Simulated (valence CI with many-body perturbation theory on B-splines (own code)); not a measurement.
**Energy levels of Cu²³⁺**

Method: relativistic CI+MBPT: four valence electrons over a frozen Dirac-Fock core [He], a basis of 11 s, 11 p, 10 d, 8 f, 5 g, 2 h functions for each j, with the one-electron correlation potential Σ1 (screened to all orders), the two-electron term Σ2, the three-electron term Σ3, Breit, model QED; selected single and double excitations, second order for the rest, scaled by the run's own slope (own B-spline code, finite nucleus).

No measured levels were compared; by estimate levels of excited configurations hold to 0.05 to 0.15 % of their energy, terms of the ground configuration to about 0.5 %. Among the levels kept, up to 1000 cm⁻¹ of a level comes from second order outside the variational space, and about a tenth of that is noise between levels of different J, which matters for small intervals.

Levels 181 to 197 of 197, with energies above the lowest level, 2s2.2p2 3P_0. "Leading %" is the weight of the configuration and term that name the level; weights of strongly mixed levels are sums over their largest components and can fall short, so below about 35 % the name and the second component can differ from the true leading terms, or belong to a minority configuration. In the jj column 3d3/2^4 stands for four electrons in 3d with j = 3/2. Lifetimes count E1, E2, E3, M1 and M2 decay at the calculated energies, and are blank where another channel may lead or the interval is too uncertain; long ones can be off by a factor of two.

```
No.  Configuration  Term  J  E (× 10³ cm⁻¹)  Leading %  Second component                  Leading jj  Lifetime
181         2p3.3d   5D°  3           11920         75   11 % 2p3.3d 3D°  2p1/2^2 2p3/2 3d3/2 (40 %)   3.26 ps
182         2p3.3d   5D°  2           11921         75   12 % 2p3.3d 3D°  2p1/2^2 2p3/2 3d3/2 (60 %)   1.01 ps
183         2p3.3d   5D°  0           11923         86   11 % 2p3.3d 3P°  2p1/2^2 2p3/2 3d3/2 (57 %)   2.34 ps
184         2p3.3d   5D°  1           11924         85    8 % 2p3.3d 3P°  2p1/2^2 2p3/2 3d3/2 (54 %)    759 fs
185         2p3.3d   5D°  4           11929         82   13 % 2p3.3d 3F°  2p1/2^2 2p3/2 3d5/2 (61 %)   14.0 ps
186         2p3.3p    3D  3           11938         51    36 % 2p3.3p 1F  2p1/2 2p3/2^2 3p3/2 (92 %)    189 fs
187         2p3.3p    3F  4           11943         96                    2p1/2 2p3/2^2 3p3/2 (96 %)    219 fs
188         2p3.3p    3P  0           11955         90     7 % 2p3.3p 1S  2p1/2^2 2p3/2 3p3/2 (58 %)    160 fs
189         2p3.3s   3P°  2           11968         68   11 % 2p3.3s 3D°           2p3/2^3 3s (87 %)    255 fs
190         2p3.3d   3D°  2           11973         59   12 % 2p3.3d 1D°  2p1/2^2 2p3/2 3d5/2 (68 %)    187 fs
191         2p3.3s   1P°  1           11995         58   16 % 2p3.3s 3D°           2p3/2^3 3s (84 %)    180 fs
192         2p3.3p    3P  2           12002         84    11 % 2p3.3p 1D  2p1/2 2p3/2^2 3p1/2 (73 %)    111 fs
193         2p3.3p    3P  1           12010         75     8 % 2p3.3p 1P  2p1/2 2p3/2^2 3p3/2 (82 %)    154 fs
194         2p3.3d   3D°  3           12019         63   12 % 2p3.3d 5D°  2p1/2 2p3/2^2 3d5/2 (36 %)   83.6 fs
195         2p3.3d   3D°  1           12025         89    5 % 2p3.3d 3P°  2p1/2^2 2p3/2 3d5/2 (43 %)   82.9 fs
196         2p3.3p    3D  1           12059         68    24 % 2p3.3p 1P  2p1/2 2p3/2^2 3p1/2 (88 %)    168 fs
197         2p3.3p    1D  2           12062         63    22 % 2p3.3p 3P  2p1/2 2p3/2^2 3p3/2 (82 %)    165 fs
```

Names give the largest LS component (configuration and term), which can be under half, so a name can repeat, a term be missing and a line seem to break the LS rules; names also repeat where a configuration has a term twice.

Where two levels of one J and parity lie close, their mixing, g and order are uncertain.
